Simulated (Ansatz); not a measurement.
The same group exchange along the group B, Ga, In.

Isolated molecules relaxed with PBE0-D4/def2-TZVP in Ansatz; ΔE leaves out vibrations. CCSD(T)/CBS is the MP2 limit (def2-TZVPP, def2-QZVPP) plus CCSD(T) − MP2 in def2-TZVPP, frozen cores. Functionals use def2-TZVPP. Elements past krypton have def2 core potentials. For As, Ga, In outer-core shells are correlated without core-valence functions, which leaves a few kJ/mol of doubt a bond. Scalar relativity is left out up to krypton.

```tsv
reaction	ωB97X-V (kcal/mol)	revPBE-D4 (kcal/mol)	CCSD(T)/CBS(def2) (kcal/mol)
`B[AsH2]` + `C#CSC` → `BC#C` + `CS[AsH2]`	-17.5	-17.3	-17.6
`[GaH2][AsH2]` + `C#CSC` → `C#[C][GaH2]` + `CS[AsH2]`	-5.0	-2.4	-5.8
`[AsH2][InH2]` + `C#CSC` → `C#[C][InH2]` + `CS[AsH2]`	-0.3	2.7	-0.2
```

Largest T1 diagnostic: 0.015, for `C#[C][InH2]`.
